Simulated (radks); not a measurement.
Trend from Lu to Hg: ionisation energy by Delta-SCF between NIST ground configurations, and size. Method: scalar-relativistic Kohn-Sham, r2SCAN, spin-unpolarised, spherical densities, finite nucleus; meta-GGA in the generalised Kohn-Sham scheme; Fermi nuclear charge, rms radius of each element as measured or else 0.836 A^(1/3) + 0.57 fm; computed with a radial shooting solver on a logarithmic mesh with Libxc functionals.

Lu: configuration [Xe] 4f14 5d1 6s2; IE (eV) 5.089; NIST (eV) 5.426; kind exp.; -e(HOMO) (eV) 1.589 (5d); outermost 6s; <r> outermost (bohr) 3.69
Hf: configuration [Xe] 4f14 5d2 6s2; IE (eV) 6.398; NIST (eV) 6.825; kind exp.; -e(HOMO) (eV) 2.589 (5d); outermost 6s; <r> outermost (bohr) 3.48
Ta: configuration [Xe] 4f14 5d3 6s2; IE (eV) 8.513; NIST (eV) 7.550; kind exp.; -e(HOMO) (eV) 3.550 (5d); outermost 6s; <r> outermost (bohr) 3.31
W: configuration [Xe] 4f14 5d4 6s2; IE (eV) 8.936; NIST (eV) 7.864; kind exp.; -e(HOMO) (eV) 4.499 (5d); outermost 6s; <r> outermost (bohr) 3.18
Re: configuration [Xe] 4f14 5d5 6s2; IE (eV) 9.308; NIST (eV) 7.834; kind exp.; -e(HOMO) (eV) 5.446 (5d); outermost 6s; <r> outermost (bohr) 3.07
Os: configuration [Xe] 4f14 5d6 6s2; IE (eV) 9.643; NIST (eV) 8.438; kind exp.; -e(HOMO) (eV) 6.346 (6s); outermost 6s; <r> outermost (bohr) 2.97
Ir: configuration [Xe] 4f14 5d7 6s2; IE (eV) 9.951; NIST (eV) 8.967; kind exp.; -e(HOMO) (eV) 6.538 (6s); outermost 6s; <r> outermost (bohr) 2.88
Pt: configuration [Xe] 4f14 5d9 6s1; IE (eV) 8.990; NIST (eV) 8.959; kind exp.; -e(HOMO) (eV) 5.618 (6s); outermost 6s; <r> outermost (bohr) 2.91
Au: configuration [Xe] 4f14 5d10 6s1; IE (eV) 9.205; NIST (eV) 9.226; kind exp.; -e(HOMO) (eV) 5.720 (6s); outermost 6s; <r> outermost (bohr) 2.84
Hg: configuration [Hg]; IE (eV) 10.770; NIST (eV) 10.438; kind exp.; -e(HOMO) (eV) 7.038 (6s); outermost 6s; <r> outermost (bohr) 2.67

Reference values: NIST Atomic Spectra Database (exp. = measured, semi-emp. = semi-empirical, theory = theoretical value adopted there). Spin polarisation and multiplet splitting are left out, so open shells lie too high by an amount that depends on their filling. Spin-orbit splitting is averaged out at the scalar-relativistic level.

Beside tabulated values, note that spin-unpolarised runs miss the spin-polarisation part of the exchange energy of open shells.
